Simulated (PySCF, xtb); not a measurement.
CsI, SMILES [I][Cs].

GFN2-xTB run with xtb 6.7.1 at its own geometry gives an orbital gap of 2.40 eV and a dipole moment of 10.90 D.

Geometry: B3LYP-D3(BJ)/def2-TZVPD. The def2 effective core potentials stand for the cores of Cs, I; spin–orbit coupling is left out.

Question: What does PBE/def2-TZVPD in PySCF give? (An estimate is asked for; the answer gives what the named calculation found.)

Answer: gap 2.55 eV (levels -4.35 and -1.80 eV), dipole 11.33 D.
